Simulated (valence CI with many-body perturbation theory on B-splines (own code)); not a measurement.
Eu²⁴⁺: what each term of the Hamiltonian does

Computed by configuration interaction combined with many-body perturbation theory (CI+MBPT): three valence electrons over a frozen Dirac-Fock core [Kr], a basis of 9 s, 9 p, 10 d, 8 f, 5 g, 3 h, 1 i functions for each j, with the one-electron correlation potential Σ1, the two-electron term Σ2, the three-electron term Σ3, Breit, model QED; selected CI, second order for the rest (own B-spline code, finite nucleus).

No measured levels were compared; by estimate terms of the open shell hold to 2 to 4 % of their energy, and close levels can change places. Only levels of the ground parity were solved; by the run's estimate the other parity begins above the list, which can be wrong where configurations are misplaced.

Each rung adds one term. CI alone is the Dirac-Coulomb CI over the frozen core; QED comes last and gives the full result, which names the levels. Energies are above (4d3/2^3) J=3/2 on the same rung, in eV.

Levels are named by their leading jj configuration (3d3/2^4 stands for four electrons in 3d with j = 3/2), which in mixed levels can hold well under half, so a name can repeat and another be missing. Letters in brackets count levels of one name in rising energy.

```csv
Level,CI alone
(4d3/2^2 4d5/2) J=5/2 [a],5.032
(4d3/2^2 4d5/2) J=3/2,7.358
(4d3/2^2 4d5/2) J=7/2,7.630
(4d3/2^2 4d5/2) J=9/2,8.518
(4d3/2^2 4d5/2) J=1/2,8.632
(4d3/2^2 4d5/2) J=5/2 [b],13.130
(4d3/2 4d5/2^2) J=7/2 [a],13.334
(4d3/2 4d5/2^2) J=9/2,14.197
(4d3/2 4d5/2^2) J=3/2 [a],15.485
(4d3/2 4d5/2^2) J=1/2,16.203
(4d3/2 4d5/2^2) J=11/2,17.412
(4d3/2 4d5/2^2) J=5/2 [a],18.239
(4d3/2 4d5/2^2) J=5/2 [b],19.038
(4d3/2 4d5/2^2) J=7/2 [b],20.139
(4d5/2^3) J=9/2,21.854
(4d5/2^3) J=3/2,22.458
```

Q: What do these energies become with core correlation, Breit and QED?

A: (4d3/2^2 4d5/2) J=5/2 [a] 4.980 (-0.0513); (4d3/2^2 4d5/2) J=3/2 7.232 (-0.1255); (4d3/2^2 4d5/2) J=7/2 7.401 (-0.2290); (4d3/2^2 4d5/2) J=9/2 8.119 (-0.3995); (4d3/2^2 4d5/2) J=1/2 8.443 (-0.1884); (4d3/2^2 4d5/2) J=5/2 [b] 12.866 (-0.2640); (4d3/2 4d5/2^2) J=7/2 [a] 13.024 (-0.3101); (4d3/2 4d5/2^2) J=9/2 13.816 (-0.3813); (4d3/2 4d5/2^2) J=3/2 [a] 15.297 (-0.1877); (4d3/2 4d5/2^2) J=1/2 16.034 (-0.1695); (4d3/2 4d5/2^2) J=11/2 16.718 (-0.6941); (4d3/2 4d5/2^2) J=5/2 [a] 17.632 (-0.6070); (4d3/2 4d5/2^2) J=5/2 [b] 18.531 (-0.5070); (4d3/2 4d5/2^2) J=7/2 [b] 19.409 (-0.7296); (4d5/2^3) J=9/2 21.396 (-0.4584); (4d5/2^3) J=3/2 22.383 (-0.0743).

Q: How does the ionisation energy move along the ladder, and which term matters most?

A: CI alone 793.01, + Σ1 795.54, + Σ2 797.04, + Σ3 797.06, + Breit 796.70, + QED 796.74 eV. The largest step is Σ1, 2.53 eV. NIST lists 795 ± 4 eV (theoretical).
